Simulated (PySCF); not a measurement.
Computed with PBE-D3(BJ)/def2-TZVP // r2SCAN-D4/def2-SVP (PySCF 2.14.0). Isolated molecules, 0 K electronic values unless said otherwise. One relaxed conformer stands for a flexible species; it need not be the lowest. 

Reference species: [Zn(OH)2] (neutral, multiplicity 1).

| Item | Result |
|---|---|
| LUMO | -1.93 eV |
| coordination number | 2 |
| mean distance from the central atom to its bonded neighbours | 1.761 Å |

Changed species: [Zn(OH)(SH)] (1 of 2 OH replaced by SH; the reference has 0 of 2 OH replaced by SH).

Task: Predict the effect on the LUMO, coordination number and mean distance from the central atom to its bonded neighbours.

Result: the LUMO rises by 0.05 eV, to -1.88 eV; the coordination number stays essentially unchanged; the mean distance from the central atom to its bonded neighbours goes up by 0.200 Å, to 1.961 Å.
